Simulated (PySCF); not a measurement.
**Why did this PySCF run fail?**

```python
from pyscf import gto, scf

mol = gto.M(
    atom='P 0 0 -0.9691; I 2.2756 0 0.0787; I -1.1378 1.9707 0.0787; I -1.1378 -1.9707 0.0787',
    basis='sbkjc',
    ecp={'P': 'sbkjc', 'I': 'sbkjc'},
    charge=0,
    spin=0,
    verbose=3,
)
mf = scf.RHF(mol)
mf.max_cycle = 1
mf.kernel()
mf.mulliken_pop()
mf.dip_moment()
print('orbital energies (hartree):', mf.mo_energy[..., max(0, mol.nelec[1]-3):mol.nelec[0]+3].round(4))
```

```bash
$ OMP_NUM_THREADS=1 python input.py
```

The log, shortened:

```
SCF not converged.
SCF energy = -39.8099253323043
 ** Mulliken pop  **
pop of  0 P 3s            1.54740
pop of  0 P 4s            0.41266
pop of  0 P 3px           0.46340
pop of  0 P 3py           0.46341
pop of  0 P 3pz           0.53790
pop of  0 P 4px           0.08463
pop of  0 P 4py           0.08463
pop of  0 P 4pz           0.20440
pop of  1 I 5s            1.68977
pop of  1 I 6s            0.28163
pop of  1 I 5px           1.25515
pop of  1 I 5py           1.48190
[20 lines left out]
 ** Mulliken atomic charges  **
charge of    0P =      1.20157
charge of    1I =     -0.40054
charge of    2I =     -0.40052
charge of    3I =     -0.40052
Dipole moment(X, Y, Z, Debye): -0.00020,  0.00000, -5.64108
orbital energies (hartree): [-0.2248 -0.2201 -0.1654  0.0436  0.0921  0.0921]
```

**Question.** Which setting is at fault, why, and what does a mended input give?

**Answer.** The cycle limit (1): the limit is below the number of cycles that the SCF needs. With this edit
```diff
- mf.max_cycle = 1
```
the run finishes: E(SCF) = -39.967332 Eh, μ(SCF) = 0.21 D.
